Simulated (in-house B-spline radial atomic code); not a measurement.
Results of a calculation; reference values are marked as such.
Two electrons in InAs: a Gaussian well −V exp(−r²/w²) with V = 17.8 meV and w = 163 nm

For InAs the NSM archive of the Ioffe Institute lists m* = 0.023 m0 and ε = 15.15. In so narrow a gap the band flattens within tens of meV, so real spacings are smaller, by up to some tenths.

Effective-mass model with parabolic bands, a uniform dielectric constant, no image charges, no central-cell or spin-orbit terms. Two-electron levels come from full CI in B-splines with partial waves to l = 5 (up to 0.001 effective hartree above the limit).

(1) What are the effective units, and what is the potential in them?

In these units the lowest s and p orbitals lie at -5.412770 and -4.698104, and their Coulomb and exchange integrals are J_ss = 0.676783, J_sp = 0.557082 and K_sp = 0.1099. Full CI gives -10.216077 for the ground singlet, -9.680956 for the sp triplet, -9.511080 for the sp singlet and -9.038863 for the lowest triplet of two s orbitals.

(2) What does it cost to add the second electron, to first order and exactly?

(3) How far above the singlet do the triplets lie?

## Answers

(1) Ha* = 27211.386 meV × 0.023/15.15² = 2.727 meV and a* = 0.0529177 nm × 15.15/0.023 = 34.86 nm. V = 6.53 Ha* and w = 4.67 a*.

(2) To first order E = 2ε_s + J_ss = -10.148756, so the charging energy E(2) − 2E(1) is J_ss = 1.845 meV. CI gives -10.216077 − 2 × (-5.412770) = 0.609463, or 1.662 meV: relaxation and correlation lower it by 0.1836 meV, 9.9 % of J_ss. The s² configuration of one-electron orbitals holds 96.4 % of the state, and the mean radius is 50.3 nm. The second electron is bound by ε_s − E = 13.1 meV, against 14.76 meV for the first.

(3) To first order the sp triplet lies at ε_s + ε_p + J_sp − K_sp = -9.663663, which is 1.323 meV above 2ε_s + J_ss. CI gives -9.680956 − (-10.216077) = 0.535121, or 1.459 meV, 75 % of the orbital spacing of 1.949 meV. The ss triplet lies 3.21 meV up, so the lower of the two is the sp one, and its gap equals k_BT at 16.9 K. The sp singlet-triplet splitting is 0.4632 meV, against 2K_sp = 0.5992 meV.
